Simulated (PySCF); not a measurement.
Species: CH3F3SeSi.
SMILES with atom numbers: `[F:1][C:2]([F:3])([F:4])[SiH2:5][SeH:6]` (hydrogens: H7, H8 on Si5; H9 on Se6)

Jobs on this species (9 atoms, 84 electrons) with PySCF (density fitting). Hardware of each: one thread of an Arm Neoverse N1, shared host. The host was shared with other jobs, so the times are rough. Peak memory is the resident size of the whole Python process, interpreter and libraries included.

Question: Rank these jobs by wall time, shortest first.
A. delta-SCF UKS PBE0, pcX-2 on the ionised atom, pcseg-1 elsewhere, spin-free X2C; ΔSCF core ionisation, 4 holes; 158 basis functions
B. delta-SCF UKS SCAN, pcX-2 on the ionised atom, pcseg-1 elsewhere, spin-free X2C; ΔSCF core ionisation, 4 holes; 158 basis functions
C. PBE0-D3(BJ)/def2-SVP, grid level 1; geometry optimisation from a GFN2-xTB start shaken at random; 121 basis functions

Answer: B (31 s), A (52 s), C (2.3 min).

All jobs:

```tsv
level and settings	work	basis functions	SCF cycles	wall time	peak memory
delta-SCF UKS PBE, pcX-2 on the ionised atom, pcseg-1 elsewhere, spin-free X2C	ΔSCF core ionisation, 4 holes	158	62	21 s	0.50 GiB
delta-SCF UKS SCAN, pcX-1 on the ionised atom, pcseg-1 elsewhere, spin-free X2C	ΔSCF core ionisation, 4 holes	138	63	26 s	0.44 GiB
delta-SCF UKS SCAN, def2-TZVP on the ionised atom, pcseg-1 elsewhere, spin-free X2C	ΔSCF core ionisation, 4 holes	135	63	29 s	0.41 GiB
delta-SCF UKS SCAN, pcX-2 on the ionised atom, pcseg-1 elsewhere, non-relativistic	ΔSCF core ionisation, 4 holes	158	63	30 s	0.50 GiB
delta-SCF UKS SCAN, pcX-2 on the ionised atom, pcseg-1 elsewhere, spin-free X2C	ΔSCF core ionisation, 4 holes	158	63	31 s	0.48 GiB
delta-SCF UKS HF, pcX-2 on the ionised atom, pcseg-1 elsewhere, spin-free X2C	ΔSCF core ionisation, 4 holes	158	54	37 s	0.60 GiB
delta-SCF UKS PBE0, pcX-2 on the ionised atom, pcseg-1 elsewhere, spin-free X2C	ΔSCF core ionisation, 4 holes	158	57	52 s	0.68 GiB
delta-SCF UKS B3LYP, pcX-2 on the ionised atom, pcseg-1 elsewhere, spin-free X2C	ΔSCF core ionisation, 4 holes	158	59	54 s	0.60 GiB
PBE0-D3(BJ)/def2-SVP, grid level 1	geometry optimisation from a GFN2-xTB start shaken at random	121	93	2.3 min	0.51 GiB
```

Question: What do all jobs in the table cost together?

Answer: About 7.0 min; the longest takes about 33 % of that, and about 6.6 times as long as the shortest.
